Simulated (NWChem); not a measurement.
All runs are NWChem calculations. System: phosphoric acid (H₃O₄P), charge 0, spin multiplicity 1, at a geometry optimised with PBE0/def2-SVP. Level: PBE/def2-TZVP.

Output (cleaned and shortened):

```
             Northwest Computational Chemistry Package (NWChem) 7.3.0
             --------------------------------------------------------

                                NWChem Input Module
                                -------------------

 Scaling coordinates for geometry "geometry" by  1.889725989
 (inverse scale =  0.529177249)

                             Geometry "geometry" -> ""
                             -------------------------

 Output coordinates in angstroms (scale by  1.889725989 to convert to a.u.)

  No.       Tag          Charge          X              Y              Z
 ---- ---------------- ---------- -------------- -------------- --------------
    1 O                    8.0000     0.48755200     0.09053700     1.47456400
    2 P                   15.0000     0.08959800    -0.00235600    -0.07709100
    3 O                    8.0000     1.20792500    -0.03167600    -1.03926400
    4 O                    8.0000    -0.89310100    -1.27072800    -0.08862300
    5 O                    8.0000    -0.94459100     1.21558700    -0.22434300
    6 H                    1.0000     1.26967400     0.64412200     1.59540400
    7 H                    1.0000    -0.40185900    -2.08352800    -0.26416600
    8 H                    1.0000    -1.07407100     1.44498500    -1.15353200

 Effective nuclear repulsion energy (a.u.)     278.8521860672

            Nuclear Dipole moment (a.u.)
            ----------------------------
        X                 Y               Z
 ---------------- ---------------- ----------------
    -0.0000113384    -0.0000018897     0.0000245664


 Summary of "ao basis" -> "" (spherical)
 ------------------------------------------------------------------------------
       Tag                 Description            Shells   Functions and Types
 ---------------- ------------------------------  ------  ---------------------
 *                         def2-tzvp                  on all atoms

  pbe96 is a nonlocal functional; adding pw91lda local functional.

                                 NWChem DFT Module
                                 -----------------

 Summary of "ao basis" -> "ao basis" (spherical)
 ------------------------------------------------------------------------------
       Tag                 Description            Shells   Functions and Types
 ---------------- ------------------------------  ------  ---------------------
 O                         def2-tzvp                11       31   5s3p2d1f
[...]
    13      0.143952  1 O  py               140     -0.131218  5 O  py

 Vector   24  Occ=2.000000D+00  E=-2.627359D-01
              MO Center=  7.3D-01,  5.0D-02, -7.4D-01, r^2= 1.9D+00
   Bfn.  Coefficient  Atom+Function         Bfn.  Coefficient  Atom+Function
  ----- ------------  ---------------      ----- ------------  ---------------
    75      0.389187  3 O  py                78      0.317158  3 O  py
    81      0.224284  3 O  py               136     -0.169162  5 O  px
   139     -0.140048  5 O  px               105      0.110537  4 O  px
   142     -0.110090  5 O  px                76     -0.096618  3 O  pz
   108      0.091356  4 O  px                50      0.086645  2 P  py

 Vector   25  Occ=2.000000D+00  E=-2.627340D-01
              MO Center=  8.4D-01, -9.1D-02, -6.1D-01, r^2= 1.9D+00
   Bfn.  Coefficient  Atom+Function         Bfn.  Coefficient  Atom+Function
  ----- ------------  ---------------      ----- ------------  ---------------
    76      0.293516  3 O  pz                74      0.255691  3 O  px
    79      0.239194  3 O  pz                77      0.208368  3 O  px
    82      0.169143  3 O  pz                80      0.147360  3 O  px
     8      0.135459  1 O  pz               107     -0.129727  4 O  pz
    75      0.120774  3 O  py                11      0.112875  1 O  pz

 Vector   26  Occ=0.000000D+00  E=-2.601411D-02
              MO Center=  3.6D-02, -9.8D-04, -3.1D-02, r^2= 6.9D+00
   Bfn.  Coefficient  Atom+Function         Bfn.  Coefficient  Atom+Function
  ----- ------------  ---------------      ----- ------------  ---------------
   164      0.712787  6 H  s                170      0.712799  7 H  s
   176      0.712761  8 H  s                  5     -0.489130  1 O  s
   104     -0.489176  4 O  s                135     -0.489110  5 O  s
    36      0.433314  2 P  s                 73     -0.222757  3 O  s
   144      0.213263  5 O  pz                35      0.191166  2 P  s

 Vector   27  Occ=0.000000D+00  E= 1.688741D-02
              MO Center=  3.5D-01, -1.0D+00,  3.2D-01, r^2= 6.7D+00
   Bfn.  Coefficient  Atom+Function         Bfn.  Coefficient  Atom+Function
  ----- ------------  ---------------      ----- ------------  ---------------
   170      1.182237  7 H  s                164     -0.933078  6 H  s
   104     -0.748619  4 O  s                  5      0.506092  1 O  s
   112      0.282858  4 O  py               176     -0.249213  8 H  s
   135      0.242534  5 O  s                 12      0.215701  1 O  px
    13      0.186039  1 O  py               111     -0.184625  4 O  px

 Vector   28  Occ=0.000000D+00  E= 1.689007D-02
              MO Center= -2.4D-01,  1.0D+00, -4.2D-01, r^2= 6.7D+00
   Bfn.  Coefficient  Atom+Function         Bfn.  Coefficient  Atom+Function
  ----- ------------  ---------------      ----- ------------  ---------------
   176      1.221296  8 H  s                164     -0.826429  6 H  s
   135     -0.724430  5 O  s                  5      0.572248  1 O  s
   170     -0.394819  7 H  s                144      0.353167  5 O  pz
    12      0.207640  1 O  px               138      0.173054  5 O  pz
   175      0.170075  8 H  s                104      0.152136  4 O  s

 center of mass
 --------------
 x =   0.00564353 y =  -0.00015142 z =  -0.00486006

 moments of inertia (a.u.)
 ------------------
         405.859267507759           0.078615247785           2.644813070969
           0.078615247785         408.929837398863          -0.061950519727
           2.644813070969          -0.061950519727         406.654613365044

     Multipole analysis of the density
     ---------------------------------

     L   x y z        total         alpha         beta         nuclear
     -   - - -        -----         -----         ----         -------
     0   0 0 0      0.000000    -25.000000    -25.000000     50.000000

     1   1 0 0     -0.108464     -0.054226     -0.054226     -0.000011
     1   0 1 0      0.002934      0.001468      0.001468     -0.000002
     1   0 0 1      0.093479      0.046727      0.046727      0.000025

     2   2 0 0    -27.909436    -67.772405    -67.772405    107.635374
     2   1 1 0      0.170973      0.013694      0.013694      0.143585
     2   1 0 1      5.592747      0.467593      0.467593      4.657562
     2   0 2 0    -21.410734    -67.229710    -67.229710    113.048686
     2   0 1 1     -0.147136     -0.010283     -0.010283     -0.126569
     2   0 0 2    -26.219659    -67.632159    -67.632159    109.044658

 Task  times  cpu:       81.5s     wall:       81.5s

 Total times  cpu:       81.6s     wall:       81.6s
```

**Question.** Write an NWChem input that would produce this output.

**Answer.** This is not unique; one that fits is 
```
start mol
memory heap 200 mb stack 900 mb global 1100 mb
geometry units angstroms nocenter noautoz noautosym
  O      0.487552     0.090537     1.474564
  P      0.089598    -0.002356    -0.077091
  O      1.207925    -0.031676    -1.039264
  O     -0.893101    -1.270728    -0.088623
  O     -0.944591     1.215587    -0.224343
  H      1.269674     0.644122     1.595404
  H     -0.401859    -2.083528    -0.264166
  H     -1.074071     1.444985    -1.153532
end
basis spherical
  * library def2-tzvp
end
dft
  xc xpbe96 cpbe96
  semidirect memsize 60000000 filesize 0
  iterations 100
end
task dft energy
```
